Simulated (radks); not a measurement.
The numbers below are computed, except where a source is named.
Charge is removed step by step from the 2p down level of Zr, starting from [He] 2s2 2p(up 3, down 3) 3s2 3p6 3d10 4s2 4p6 4d2 5s2. Code: a radial shooting solver on a logarithmic mesh with Libxc functionals. Model: scalar-relativistic Kohn-Sham, PBEsol, spin-polarised, spherical densities, finite nucleus; open shells are filled with parallel spins first (spin-orbit coupling, left out, can overturn this in heavy ions); Fermi nuclear charge, rms radius 4.2694 fm.

| removed (e) | E - E(0) (eV) | eigenvalue (eV) | E minus straight line (eV) |
|---|---|---|---|
| 0 | 0.000 | -2201.4 | 0.000 |
| 0.25 | 552.95 | -2225.4 | -9.077 |
| 0.5 | 1111.9 | -2249.6 | -12.142 |
| 0.75 | 1676.9 | -2274.0 | -9.133 |
| 1 | 2248.1 | -2298.6 | 0.000 |

Removing the whole electron costs 2248.1 eV by Delta-SCF, against 2201.4 eV from minus the eigenvalue at the starting occupation. Slater's transition state (half an electron removed) gives 2249.6 eV. Integrating minus the eigenvalue over the occupation (Janak's theorem) gives 2249.7 eV. In this scalar-relativistic scheme the density is built from large components alone, so the theorem holds only approximately. The mean slope of the eigenvalue, de/dn, is 97.1 eV per electron.
